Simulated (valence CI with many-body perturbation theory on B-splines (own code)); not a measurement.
Values are calculated unless marked as measured or tabulated.
Assign the levels of Mo¹⁹⁺

Method: valence CI with perturbative core correlation (CI+MBPT): five valence electrons over a frozen Dirac-Fock core [Ar], radial functions for each j: 7 s, 7 p, 8 d, 6 f, 4 g, 1 h, with the one-electron correlation potential Σ1, the two-electron term Σ2, the three-electron term Σ3, Breit, model QED; selected CI, second order for the rest, scaled by the run's own slope (own B-spline code, finite nucleus).

No measured levels were compared; by estimate terms of the open shell hold to 2 to 4 % of their energy, and close levels can change places. Only levels of the ground parity were solved; by the run's estimate the other parity begins above the list, which can be wrong where configurations are misplaced.

```tsv
No.	J	Parity	E (cm⁻¹)	g
1	5/2	even	0.0	1.971
3	7/2	even	96808	1.033
4	11/2	even	97984	1.249
6	9/2	even	100890	1.169
8	1/2	even	109800	1.993
9	7/2	even	120580	1.361
11	1/2	even	132360	0.644
13	11/2	even	140180	0.965
14	13/2	even	148700	1.074
```

Energies count from the lowest level. Strongly mixed levels and levels close to another of their J and parity are left out, so the numbers can have gaps.

**Question.** Give configuration and LS term of each level.

**Answer.** 1: 3d⁵ ⁶S; 3: 3d⁵ ⁴G; 4: 3d⁵ ⁴G; 6: 3d⁵ ⁴G; 8: 3d⁵ ⁴P; 9: 3d⁵ ⁴D; 11: 3d⁵ ⁴D; 13: 3d⁵ ²I; 14: 3d⁵ ²I.
